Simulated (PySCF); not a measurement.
```xyz
9

S     -1.3057     1.6798     0.2468
Si     0.0000    -0.0010     0.0000
S      2.0574     0.4427    -0.4017
S     -0.7247    -1.0712    -1.7091
S     -0.0274    -1.0561     1.8647
H     -1.1898     2.0697    -1.0474
H      2.2691     0.9875     0.8230
H      0.3033    -1.9567    -1.6967
H     -1.3823    -1.0946     1.9204
```

Charge 0, multiplicity 1.

Problem. Give the Mulliken and meta-Löwdin atomic charges from PBE-D3(BJ)/def2-TZVP in PySCF.

Solution. 
```
atom  Mulliken (e)  meta-Löwdin (e)
----  ------------  ---------------
S1           -0.27            -0.28
Si2           0.40             0.64
S3           -0.27            -0.28
S4           -0.27            -0.28
S5           -0.27            -0.28
H6            0.17             0.12
H7            0.17             0.12
H8            0.17             0.12
H9            0.17             0.12
```
